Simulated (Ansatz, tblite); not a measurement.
Removing an electron: (F2Al-mu-F)3 (Al₃F₉). Total charge 0; singlet. Geometry: PBE0-D4/def2-SVP. Ansatz, gas phase; energy differences of separate SCF runs; the oxidised species was run as a doublet alone.

```csv
atom,x (Å),y (Å),z (Å)
Al1,-1.240,-0.305,-1.517
F2,-0.596,-0.859,-2.924
F3,-2.831,0.020,-1.257
F4,-0.281,1.106,-0.974
Al5,0.859,1.771,0.237
F6,2.311,2.015,-0.496
F7,0.056,2.874,1.154
F8,0.938,0.231,1.148
Al9,0.381,-1.466,1.279
F10,-0.595,-1.591,2.596
F11,1.649,-2.455,0.933
F12,-0.650,-1.340,-0.179
```

The xTB rows come from tblite. LC-ωPBE has ω = 0.4 bohr⁻¹. HOMO above LUMO, or a gap near zero within one spin, warns that the state may not be the lowest or that an electron is smeared out.

| level | −HOMO (eV) | vertical IE (eV) | −LUMO (eV) | HOMO–LUMO gap (eV) | remarks |
| --- | --- | --- | --- | --- | --- |
| GFN1-xTB | 14.53 | 17.07 | 9.81 | 4.72 | – |
| GFN2-xTB | 14.56 | 17.01 | 5.38 | 9.18 | – |
| PBE-D4/def2-TZVP | 9.94 | 12.38 | 2.54 | 7.40 | gap within one spin near zero (+1 doublet) |
| PBE0-D4/def2-TZVP | 12.04 | 13.75 | 1.63 | 10.42 | – |
| LC-ωPBE/def2-TZVP | 14.95 | 15.16 | -0.64 | 15.59 | – |

  Raw xTB energy differences between charge states are shifted by several eV; the methods need an empirical correction for them.
